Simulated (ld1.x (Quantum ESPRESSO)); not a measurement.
## Rb (Z = 37): variants of one TM potential

Base potential:

```
Element                 : rubidium
Generator               : ld1.x (Quantum ESPRESSO) 7.5
Type                    : norm-conserving Troullier–Martins (Kleinman–Bylander form)
Functional              : PBEsol
Relativity              : fully relativistic
Frozen core             : [Kr]
Valence charge          : 1
Reference configuration : 4d1 5s0 5p0
Partial waves           : 5s (bound, empty): rc 3.50 bohr; 4d (bound): rc 4.20 bohr; 5p (bound, empty): rc 3.50 bohr
Local potential         : the p channel
Core correction         : Bessel-smoothed model core, default radius (core density twice the valence density)
```

Open shells are filled in proportion to 2j + 1 (rel_dist='average').

Cutoffs, loose and tight: the cutoffs (Ry, on a coarse ladder) from which the occupation-weighted sum of valence levels, in a spherical-Bessel basis at the reference potential, stays within 10 and 1 mRy of its value at 400 Ry. They do not see the model core or the augmentation charge, which bear on the density cutoff. Test errors are all-electron minus pseudo excitation energies from the reference, over the configurations 4d0 5s1 5p0; 4d0 5s0.5 5p0; 4d0 5s0 5p1; 4d0.5 5s0.5 5p0. A dash means not determined; rows that change the core or the reference have their own tests.

A true bound ghost makes a file unfit for plane-wave use even where its test errors are small: the radial tests pick states by their node count and pass the ghost by.

```csv
change,outcome,"cutoff, loose","cutoff, tight",bound ghosts,largest test error (meV)
base,generated,6 Ry,8 Ry,s,-2.5
wave 4d (bound): rc 4.20 bohr becomes 4d (bound): rc 3.04 bohr,generated,6 Ry,12 Ry,s,-4.2
wave 4d (bound): rc 4.20 bohr becomes 4d (bound): rc 4.02 bohr,generated,6 Ry,8 Ry,s,-3.0
wave 4d (bound): rc 4.20 bohr becomes 4d (bound): rc 4.38 bohr,generated,6 Ry,8 Ry,s,-2.0
wave 4d (bound): rc 4.20 bohr becomes 4d (bound): rc 4.74 bohr,generated,6 Ry,8 Ry,s,-1.2
wave 4d (bound): rc 4.20 bohr becomes 4d (bound): rc 5.16 bohr,generated,6 Ry,6 Ry,s,-3.8
wave 4d (bound): rc 4.20 bohr becomes 4d (bound): rc 5.50 bohr,generated,6 Ry,6 Ry,s,-4.8
wave 4d (bound): rc 4.20 bohr becomes 4d (bound): rc 5.86 bohr,generated,6 Ry,6 Ry,s,-7.1
```

What comes out with this change to the base: wave 4d (bound): rc 4.20 bohr becomes 4d (bound): rc 3.62 bohr?

outcome: generated; cutoff, loose: 6 Ry; cutoff, tight: 10 Ry; bound ghosts: s; largest test error (meV): -3.7.

What comes out with this change to the base: wave 4d (bound): rc 4.20 bohr becomes 4d (bound): rc 6.26 bohr?

outcome: generated; cutoff, loose: 6 Ry; cutoff, tight: 6 Ry; bound ghosts: s; largest test error (meV): -14.

What comes out with this change to the base: wave 4d (bound): rc 4.20 bohr becomes 4d (bound): rc 2.66 bohr?

outcome: generated; cutoff, loose: 8 Ry; cutoff, tight: 15 Ry; bound ghosts: s; largest test error (meV): -4.3.

Reading the sweep of the d radius (base included, trends over the rows without a ghost): Bound ghosts are found at 2.66, 3.04, 3.62, 4.02, 4.2, 4.38, 4.74, 5.16, 5.5, 5.86, 6.26 bohr. Every judged row has one, so this setting neither creates nor removes them.
